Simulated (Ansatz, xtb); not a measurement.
# C3H5ClN2Si: which of two isomers lies lower

Structure X is `[SiH3]c1cn[nH]c1Cl`, a singlet and structure Y is `[SiH3]c1c[nH]nc1Cl`, a singlet. Both are isolated molecules in the gas phase, relaxed with B3LYP-D3(BJ)/def2-SVP.

Question: Estimate which is lower in electronic energy at CCSD(T)/def2-SVP + ΔMP2/def2-TZVPP, and by roughly how much.

Answer: The CCSD(T)/def2-SVP + ΔMP2/def2-TZVPP calculation puts structure Y lower, by 0.063 eV.

How the difference moves with the method:

```
                             level               geometry  E(Y) − E(X) (eV)  departure from the last row (eV)  job, with rough time for the two
                          GFN2-xTB               GFN2-xTB              −0.022                            +0.040              optimisation, 0.14 s
                         HF/STO-3G               GFN2-xTB              −0.047                            +0.015              single point, 0.54 s
                r2SCAN-D4/def2-SVP               GFN2-xTB              −0.066                            −0.003               single point, 7.2 s
             B3LYP-D3(BJ)/def2-SVP  B3LYP-D3(BJ)/def2-SVP              −0.067                            −0.005                optimisation, 45 s
                       HF/def2-SVP  B3LYP-D3(BJ)/def2-SVP              −0.088                            −0.026           part of the CCSD(T) run
                      MP2/def2-SVP  B3LYP-D3(BJ)/def2-SVP              −0.061                            +0.002           part of the CCSD(T) run
                  CCSD(T)/def2-SVP  B3LYP-D3(BJ)/def2-SVP              −0.068                            −0.005                      single point
CCSD(T)/def2-SVP + ΔMP2/def2-TZVPP  B3LYP-D3(BJ)/def2-SVP              −0.063                                                  single point, 90 s
```

As drawn, both hold the same kinds of bond in the same numbers.

The levels shown agree on the order. The largest departure from CCSD(T)/def2-SVP + ΔMP2/def2-TZVPP is that of GFN2-xTB, 0.040 eV. The last row adds to CCSD(T) the change of the MP2 difference between the two basis sets, here +0.005 eV.

With thermal terms from frequencies at re-optimised GFN2-xTB minima (ideal gas, soft modes damped towards free rotors, one conformer each, 298.15 K, 1 atm): on the last row, ΔE + ΔZPE = −0.062, ΔH = −0.064, ΔG = −0.060 eV.

The correlated steps freeze 15 core orbitals. Run with Ansatz 0.2.0, xtb 6.7.1; the last row on 2 threads of Arm Neoverse V2 on a shared host.
